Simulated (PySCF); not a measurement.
The dipole of `C#CCP(CC)C(C)C` from its density and from atomic charges.

Coordinates (GFN2-xTB, Å) and charges (e) from the PBE0/pcSseg-1 density (PySCF):

| atom | x | y | z | Mulliken | IAO | Hirshfeld | ESP-fitted |
| --- | --- | --- | --- | --- | --- | --- | --- |
| C1 | 1.326 | 2.673 | -0.115 | -0.3761 | -0.2695 | -0.1200 | -0.3285 |
| C2 | 1.036 | 1.755 | -0.828 | +0.1725 | -0.0252 | -0.0317 | -0.1833 |
| C3 | 0.674 | 0.624 | -1.640 | -0.3631 | -0.4547 | -0.1005 | +0.0265 |
| P4 | -0.050 | -0.817 | -0.675 | +0.3528 | +0.4686 | +0.1622 | -0.4760 |
| C5 | 1.272 | -0.966 | 0.634 | -0.4842 | -0.4281 | -0.1134 | +0.3677 |
| C6 | 2.577 | -1.509 | 0.066 | -0.2577 | -0.4138 | -0.1209 | -0.3308 |
| C7 | -1.330 | 0.113 | 0.343 | -0.5542 | -0.2596 | -0.0620 | +0.5062 |
| C8 | -2.398 | 0.704 | -0.573 | -0.2136 | -0.4157 | -0.1228 | -0.5731 |
| C9 | -1.977 | -0.845 | 1.341 | -0.2173 | -0.4148 | -0.1219 | -0.6296 |
| H10 | 1.589 | 3.492 | 0.485 | +0.0386 | +0.1990 | +0.0889 | +0.2726 |
| H11 | 1.554 | 0.239 | -2.166 | +0.1823 | +0.1742 | +0.0547 | +0.1160 |
| H12 | -0.062 | 0.915 | -2.396 | +0.1825 | +0.1745 | +0.0551 | +0.1208 |
| H13 | 1.433 | 0.008 | 1.104 | +0.1578 | +0.1404 | +0.0284 | -0.0584 |
| H14 | 0.895 | -1.661 | 1.389 | +0.1528 | +0.1417 | +0.0383 | -0.0059 |
| H15 | 3.039 | -0.788 | -0.606 | +0.1195 | +0.1360 | +0.0364 | +0.1158 |
| H16 | 2.401 | -2.432 | -0.484 | +0.1193 | +0.1403 | +0.0354 | +0.0917 |
| H17 | 3.282 | -1.719 | 0.869 | +0.1216 | +0.1450 | +0.0427 | +0.0494 |
| H18 | -0.826 | 0.924 | 0.882 | +0.1574 | +0.1340 | +0.0261 | -0.0025 |
| H19 | -3.201 | 1.139 | 0.021 | +0.1167 | +0.1400 | +0.0413 | +0.1294 |
| H20 | -2.825 | -0.069 | -1.210 | +0.1149 | +0.1365 | +0.0344 | +0.1595 |
| H21 | -1.987 | 1.489 | -1.204 | +0.1248 | +0.1374 | +0.0355 | +0.1600 |
| H22 | -2.428 | -1.686 | 0.817 | +0.1159 | +0.1383 | +0.0348 | +0.1800 |
| H23 | -2.757 | -0.332 | 1.903 | +0.1180 | +0.1398 | +0.0412 | +0.1499 |
| H24 | -1.249 | -1.232 | 2.050 | +0.1189 | +0.1357 | +0.0371 | +0.1425 |

Form Σ q r in debye for every column and set it beside the full dipole.

The full density gives (0.09, 0.39, 0.72) D, 0.82 D in size; dipole vectors point from the negative to the positive end.

```tsv
scheme	μx	μy	μz	size (D)	share of the full size (%)	angle to the full dipole (°)
Mulliken	-1.30	-3.92	-2.22	4.68	568	147
IAO	-0.68	-1.77	-0.71	2.02	246	139
Hirshfeld	-0.18	-0.69	-0.49	0.87	105	153
ESP-fitted	0.09	0.38	0.59	0.71	86	4
```

Which set comes closest?

Length of the difference vector: ESP-fitted 0.13 D, Hirshfeld 1.64 D, IAO 2.70 D, Mulliken 5.40 D. Closest: ESP-fitted. 

What is left for the Hirshfeld atoms' own dipoles?

The Hirshfeld atoms' densities add up to the full density, so μ = Σ q r + Σ (atomic dipoles). The atomic dipoles sum to (0.09, 0.39, 0.72) − (-0.18, -0.69, -0.49) = (0.27, 1.08, 1.21) D, 1.64 D in size.

With the origin at the mean of the coordinates, (0.000, 0.001, 0.000) Å, which are the largest single terms, by size, of the ESP-fitted dipole along the direction of the full one?

H10 +2.95, P4 +2.25, C1 -2.07, C9 -1.65, C8 +1.22 D; all 24 atoms together +0.71 D. The single terms depend on the origin, their sum doesn't.

Give the size of the full dipole in other units.

0.82 D = 0.324 au = 0.172 e·Å = 2.75 × 10⁻³⁰ C·m.

One conformer (not necessarily the lowest) at the GFN2-xTB geometry, without solvent, vibrations or thermal averaging.

The values belong to the conformer `[CH:1]#[C:2][CH2:3][P:4]([CH2:5][CH3:6])[CH:7]([CH3:8])[CH3:9]`: C2–C3–P4–C5 -51°, C3–P4–C5–C6 -71°, C3–P4–C7–C8 65°.
